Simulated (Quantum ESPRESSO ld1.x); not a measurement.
Values are calculated unless marked as measured or tabulated.
Q: All-electron atom: Au XXI in [Kr] 4d10 4f12 5f1 (not the ground configuration). Code: ld1.x of Quantum ESPRESSO 7.5. Model: Dirac Kohn-Sham, PBEsol, spin-unpolarised, spherical densities, point nucleus; open shells are shared between the two j in proportion to 2j + 1.

Spin-orbit splittings of the eigenvalues, e(l+1/2) - e(l-1/2), with zeta = 2 splitting/(2l+1) and mean radii in bohr:

| shell | occ. | splitting (eV) | zeta (eV) | <r> j=l-1/2 | <r> j=l+1/2 |
|---|---|---|---|---|---|
| 2p | 6 | ? | ? | 0.05798 | 0.06652 |
| 3p | 6 | 405.9 | 270.6 | 0.1734 | 0.1891 |
| 3d | 10 | 87.36 | 34.95 | 0.1646 | 0.1694 |
| 4p | 6 | 100.3 | 66.90 | 0.4043 | 0.4361 |
| 4d | 10 | 19.19 | 7.677 | 0.4395 | 0.4494 |
| 4f | 12 | 4.434 | 1.267 | 0.4520 | 0.4567 |
| 5f | 1 | 1.217 | 0.3477 | 1.072 | 1.077 |

Estimate the 2p splitting.

A: 1836 eV (zeta = 1224 eV).
